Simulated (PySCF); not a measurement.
Level of theory: PySCF with PBE-D3(BJ)/def2-TZVP // r2SCAN-D4/def2-TZVP. All species are isolated molecules in the gas phase. 

Reference species (SMILES): `[AlH3]` (neutral, multiplicity 1).

```yaml
LUMO: -2.53 eV
HOMO–LUMO gap: 4.77 eV
```

Changed species: `[NH2][AlH2]` (2 of 3 NH2 replaced by H; the reference has 3 of 3 NH2 replaced by H).

Give the shifts of the LUMO and HOMO–LUMO gap.

the LUMO rises by 1.14 eV, to -1.39 eV; the HOMO–LUMO gap rises by 0.06 eV, to 4.83 eV.
